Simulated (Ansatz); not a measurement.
Ansatz (a program for electronic structure) input:

Ansatz 0.2 input:
```yaml
crystal:
  periodic: [false, false, false]
  atoms:
    - {symbol: C, position_ang: [2.38493299, -0.00020220, -0.27073730]}
    - {symbol: C, position_ang: [1.34695161, -1.10650509, -0.16192757]}
    - {symbol: N, position_ang: [-0.00633845, -0.67583757, -0.49277614]}
    - {symbol: C, position_ang: [-0.92687635, -1.80172012, -0.54096098]}
    - {symbol: Ge, position_ang: [-0.67524303, 0.85419548, 0.32197696]}
    - {symbol: H, position_ang: [3.38483488, -0.41195546, -0.12565728]}
    - {symbol: H, position_ang: [2.24048067, 0.77476387, 0.48479876]}
    - {symbol: H, position_ang: [2.34390852, 0.47214424, -1.25338516]}
    - {symbol: H, position_ang: [1.61232112, -1.90967050, -0.85984750]}
    - {symbol: H, position_ang: [1.39380003, -1.55384155, 0.84660851]}
    - {symbol: H, position_ang: [-1.92358664, -1.46935566, -0.83266982]}
    - {symbol: H, position_ang: [-0.58526374, -2.52465907, -1.28935233]}
    - {symbol: H, position_ang: [-1.01397196, -2.33954992, 0.41730263]}
    - {symbol: H, position_ang: [0.10536000, 2.08488853, -0.16116959]}
    - {symbol: H, position_ang: [-2.14759318, 0.94387179, -0.10828776]}
    - {symbol: H, position_ang: [-0.58819286, 0.78053588, 1.86958477]}
basis:
  gaussian:
    orbitals: def2-TZVPD
hamiltonian:
  xc: {name: LC-wPBE}
output: {forces: true}
```

Task: What final total energy does it print?

Result: -2252.37048 Eh (LC-wPBE/def2-TZVPD). The basis has 301 functions.
